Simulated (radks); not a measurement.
Task: Successive ionisation energies (eV) of one element, from differences of total energies of ions in their ground configurations, starting at charge 0: 6.839, 15.626, 30.002, 43.245, 57.584, 72.853, 88.918, 151.90, 171.50, 191.18, 217.57, 238.93, 260.25, 315.07, 340.59, 605.92, 660.01, 715.48, 772.25, 830.19, 906.95, 969.48. Method: scalar-relativistic Kohn-Sham, PBEsol, spin-polarised, spherical densities, finite nucleus; open shells are filled with parallel spins first (spin-orbit coupling, left out, can overturn this in heavy ions); Fermi nuclear charge, rms radius 4.4112 fm; computed with a radial shooting solver on a logarithmic mesh with Libxc functionals. Which element is it?

Result: Technetium (Z = 43). The first species listed is Tc in [Kr] 4d5 5s2, the last Tc21+ in [Ar] 3d4.
